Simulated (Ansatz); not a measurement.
Ideal-gas functions of `[CH3][In][I]` radical at 500 K and 1 bar, from an Ansatz frequency run at PBE0-D4/def2-TZVP.

Molar mass 256.76 g/mol, point group Cs (symmetry number 1), electronic degeneracy 2, moments of inertia 52.958, 541.691, 591.414 u Å². Harmonic wavenumbers (cm⁻¹, unscaled): 41, 84, 178, 419, 612, 678, 1099, 1425, 1434, 3063, 3171, 3193.

Use S(trans) = R[1.5 ln M + 2.5 ln T − 1.1517]; rotational temperatures θ = 24.2544 K / I; S(rot) = R[ln(√π/σ · √(T³/θAθBθC)) + 1.5]; for each mode x = 1.438777 ν̃/T, S = R[x/(eˣ − 1) − ln(1 − e⁻ˣ)] and H = RT x/(eˣ − 1); 1 cm⁻¹ = 0.0119627 kJ/mol; R = 8.31446 J/(mol·K).

Question: By hand: the entropy, in J/(mol·K).

Answer: Translation 188.8. Rotation: θ = 0.458, 0.0448, 0.041 K, giving 124.2. Vibration, mode by mode: 26.09, 20.14, 13.97, 7.25, 4.61, 3.96, 1.52, 0.71, 0.70, 0.01, 0.01, 0.01, in all 79.0. Electronic 5.8. Sum 397.8 J/(mol·K).

Question: By hand: H − E and G − E in kJ/mol, counted from the electronic energy.

Answer: Zero-point energy ½ × 15397 × 0.0119627 = 92.1; thermal vibration 16.9; translation, rotation and pV give 4 RT = 16.6. H − E = 125.6 kJ/mol, and G − E = 125.6 − 500 × 397.8/1000 = -73.3 kJ/mol.

Vibration gives 20 % of the entropy, 46.2 J/(mol·K) of it from the modes under 150 cm⁻¹: soft modes count most, and the harmonic formula is weakest for them.
